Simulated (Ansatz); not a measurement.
`OB1CC1(F)[SeH]`, relaxed with RKS PBE-D4/def2-SVP in the Gaussian-basis code of Ansatz from a rough embedded geometry. The force threshold is 0.03 eV/Å; the program also tests the step.

Total charge 0; spin multiplicity 1.

Start:

```xyz
10

O     0.425   -1.279   -2.112
B     0.130   -0.409   -0.990
C     0.371    0.934   -0.174
C    -0.654    0.117    0.359
F    -1.964    0.432    0.138
Se   -0.194   -0.977    1.954
H     1.103   -1.902   -1.732
H     1.339    1.013    0.374
H     0.031    1.867   -0.667
H    -0.587    0.204    2.850
```

**Question.** By how much does the energy fall, and how many steps does the optimiser take? (Estimate.)

**Answer.** Ansatz gave: 148.36 kJ/mol, in 14 steps.

**Question.** Which bonds change most? (Estimate.)

**Answer.** Ansatz gave: C3–C4 from 1.415 to 1.551 Å; O1–B2 from 1.450 to 1.345 Å; B2–C4 from 1.647 to 1.550 Å; C4–Se6 from 1.989 to 1.941 Å.

**Question.** Give the relaxed structure. (Estimate.)

**Answer.** Computed: 
```xyz
10

O     0.900   -1.190   -1.779
B     0.394   -0.405   -0.811
C     0.412    0.988   -0.147
C    -0.686   -0.038    0.238
F    -2.001    0.299    0.011
Se   -0.339   -1.010    1.881
H     0.369   -1.995   -1.928
H     1.089    1.410    0.615
H     0.016    1.756   -0.843
H    -0.154    0.183    2.763
```
